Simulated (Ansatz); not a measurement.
`C[Se][Al]([F])[F]` + arsine → `C[Se][AsH2]` + `[F][AlH][F]`  (ligand exchange at the Se–Al bond)

Program: Ansatz. Geometries: PBE0-D4/def2-TZVP. ΔE: electronic, gas phase. CCSD(T)/CBS adds triple-zeta CCSD(T) − MP2 to the extrapolated MP2 energy (def2 sets, frozen cores). This one scheme is used for every species. Functionals use def2-TZVPP. B3LYP here is the variant with VWN-RPA as its local correlation; programs differ in this. HSE06 is defined as in plane-wave codes. For As, Se outer-core shells are correlated without core-valence functions, which leaves a few kJ/mol of doubt a bond. Scalar relativity is left out up to krypton. One conformer a species, not always the lowest.

| level | ΔE (kcal/mol) | difference from CCSD(T)/CBS |
| --- | --- | --- |
| LDA (SPW92) | 18.1 | -0.1 |
| revPBE-D4 | 16.1 | -2.1 |
| BLYP-D4 | 15.5 | -2.7 |
| r2SCAN-D4 | 18.6 | 0.4 |
| B97M-V | 16.7 | -1.5 |
| PBE0-D4 | 17.6 | -0.6 |
| B3LYP-D4 | 16.5 | -1.7 |
| r2SCANh-D4 | 18.7 | 0.5 |
| r2SCAN0-D4 | 18.8 | 0.6 |
| HSE06-D4 | 17.6 | -0.6 |
| BHLYP-D4 | 17.6 | -0.6 |
| CAM-B3LYP-D4 | 17.6 | -0.6 |
| ωB97X-V | 17.6 | -0.6 |
| ωB97M-V | 17.6 | -0.6 |
| PBE-QIDH | 18.3 | 0.1 |
| PBE | 16.8 | -1.4 |
| revPBE | 16.4 | -1.8 |
| BLYP | 15.7 | -2.5 |
| PBE0 | 17.7 | -0.5 |
| B3LYP | 16.7 | -1.5 |
| r2SCANh | 18.7 | 0.5 |
| r2SCAN0 | 18.8 | 0.6 |
| HSE06 | 17.6 | -0.6 |
| BHLYP | 17.7 | -0.5 |
| CAM-B3LYP | 17.6 | -0.6 |
| LC-ωPBE | 18.7 | 0.5 |
| RPA@PBE/def2-TZVPP | 17.4 | -0.8 |
| HF/def2-SVP | 20.1 | 1.9 |
| MP2/def2-SVP | 19.9 | 1.7 |
| CCSD/def2-SVP | 20.4 | 2.2 |
| CCSD(T)/def2-SVP | 20.2 | 2.0 |
| HF/def2-TZVPP | 18.2 | 0.0 |
| CCSD/def2-TZVPP | 18.5 | 0.3 |
| CCSD(T)/def2-TZVPP | 18.2 | 0.0 |
| HF/def2-QZVPP | 18.0 | -0.2 |
| MP2/def2-QZVPP | 17.5 | -0.7 |
| SCS-MP2/def2-QZVPP | 17.2 | -1.0 |
| HF/CBS(def2) | 18.0 | -0.2 |
| MP2/CBS(def2) | 17.5 | -0.7 |
| CCSD/CBS(def2) | 18.4 | 0.2 |
| CCSD(T)/CBS | 18.2 | 0 |

Largest T1 diagnostic among the species: 0.013.

Leaving LDA and LC-ωPBE aside and taking each functional with its dispersion term where it has one, the values spread over 3.4 kcal/mol, from BLYP-D4 to r2SCAN0-D4. LDA lies +1.3 kcal/mol from PBE without D4. At CCSD(T), def2-SVP lies +2.0 kcal/mol from the extrapolated value and def2-TZVPP +0.0 kcal/mol. From PBE to PBE0 (25 % exact exchange), in def2-TZVPP and without D4, ΔE moves by +0.9 kcal/mol.
